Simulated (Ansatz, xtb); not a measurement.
# GeSbSi: where a starting geometry ends

The starting geometry of this gas-phase doublet has its atoms placed at random.

```yaml
atoms:
  - { symbol: Ge, position_ang: [-0.2882, -0.2476, -0.8021] }
  - { symbol: Sb, position_ang: [1.0914, 0.7797, 1.0024] }
  - { symbol: Si, position_ang: [-1.1827, -0.1486, 1.2162] }
```

Guess where an optimisation with r2SCAN-D4/def2-SVP ends from this start.

It ends as a structure given below by its coordinates.

The energy falls by 0.36 eV over 6 steps:

```csv
step,E − E(last) (eV)
1,0.360
2,0.022
3,0.005
4,0.000
5,0.000
6,0.000
```

Final geometry (Å):

```
atom    x (Å)    y (Å)    z (Å)
  Ge  -0.3134  -0.2948  -0.9532
  Sb   1.0863   0.7973   1.0850
  Si  -1.1525  -0.1191   1.2848
```

From the same start GFN2-xTB reaches the same bonding as this run.

From so rough a start the end depends on the optimiser's path, so another program may land elsewhere. The end wasn't checked by frequencies. Open shells are spin-unrestricted. Atoms past krypton carry core potentials, without spin–orbit terms. Run with Ansatz 0.2.0, 56 s on 1 thread of Intel(R) Xeon(R) 6975P-C (Granite Rapids), with other jobs on the host.
